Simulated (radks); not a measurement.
Q: Radial electron density D(r) = 4 pi r^2 rho(r) of an atom or ion with 38 electrons. Method: Dirac Kohn-Sham, PBE, spin-unpolarised, spherical densities, finite nucleus; Fermi nuclear charge, rms radius of each element as measured or else 0.836 A^(1/3) + 0.57 fm; computed with a radial shooting solver on a logarithmic mesh with Libxc functionals.

r (bohr)  D(r) (e/bohr)
0.002688          13.03
0.003055          15.77
0.003444          18.76
0.003914          22.44
0.004413          26.37
0.004976          30.77
0.005656          35.95
0.006377          41.20
0.007247          47.11
0.008171          52.80
0.009287          58.77
0.01047           64.04
0.0119            68.96
0.01342           72.62
0.01525           75.20
0.0172            76.19
0.01954           75.71
0.02204           74.00
0.02484           71.54
0.02824           68.82
0.03184           67.09
0.03618           67.07
0.0408            69.40
0.04637           74.55
0.05228           81.25
0.05942           88.92
0.067             94.69
0.07614           97.30
0.08585           95.31
0.0968            89.27
0.11              80.41
0.124             72.87
0.141             68.87
0.159             70.27
0.1807            75.85
0.2037            81.16
0.2315            82.09
0.261             75.78
0.2967            62.21
0.3345            47.00
0.3802            33.48
0.4286            26.36
0.4833            24.25
0.5493            24.29
0.6193            23.12
0.7039            19.01
0.7936            13.37
0.902             7.527
1.017             3.606
1.156             1.313
1.303            0.4039
1.481           0.08744
1.67            0.01571
1.898          0.001809
2.14          0.0001694

What is the nuclear charge?

A: Z = 57. The innermost maximum, from 1s, lies near gamma/Z bohr with gamma = sqrt(1 - (Z/c)^2) = 0.909, here 0.016 bohr (found: 0.0176), and its height grows with Z. The density is that of the lanthanum ion La19+ in [Kr] 4d2; the configuration itself is not fixed sharply by these data, and Z only to a few units. D(r) has 4 maxima, at r = 0.0176, 0.0768, 0.221, 0.541 bohr, and minima at 0.0339, 0.144, 0.499 bohr, inside which lie 2.01, 11.10, 29.64 electrons.
